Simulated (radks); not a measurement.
The numbers below are computed, except where a source is named.
Q: Neutral molybdenum, [Kr] 4d5 5s1. Level of theory: non-relativistic Kohn-Sham, LDA (Slater exchange, Perdew-Wang correlation), spin-polarised, spherical densities, point nucleus (a radial shooting solver on a logarithmic mesh with Libxc functionals). Every spin shell is full or empty, so the densities are truly spherical. Functionals are evaluated on that one density, not self-consistently. Rank these orbital-free kinetic functionals by their error against the exact value of the orbitals, and give that value: Thomas-Fermi, von Weizsacker, TF + vW, TF + vW/9, TF + vW/5, LC94, APBEK, revAPBEK, Perdew 92, Thakkar, Pearson, LKT, PG1, DePristo-Kress.

A: Exact: 3970.41 hartree. From best to worst, with 100 (|E| - |E exact|)/|E exact| (equal figures are ties): LC94 +0.07, DePristo-Kress -0.07, APBEK +0.13, revAPBEK +0.33, Thakkar -0.51, Perdew 92 -0.68, TF + vW/9 -0.69, Pearson -0.97, TF + vW/5 +3.22, Thomas-Fermi -5.58, PG1 +16.15, LKT +20.50, TF + vW +38.41, von Weizsacker -56.01.
